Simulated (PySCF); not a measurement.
**Correlation energy of Ag (silver, neutral)**

[Kr] 4d10 5s1, 2S determinant. All numbers are calculated (PySCF 2.14, scalar relativity through the core potential, in aug-cc-pwCVQZ-PP with ECP28MDF (9s9p8d5f4g3h, 180 functions)). Frozen: 4s2 4p6; 11 electrons correlated.

MP2 pair energies summed by pair of shells (mhartree):

```csv
pair,energy,share (%)
4d-4d,-414.13,90.8
4d-5s,-42.12,9.2
```

Total MP2 correlation energy: -456.25 mhartree.

Same-spin part -160.55 and opposite-spin part -295.70 mhartree; SCS-MP2 scales them by 1/3 and 6/5 to -408.36 mhartree.
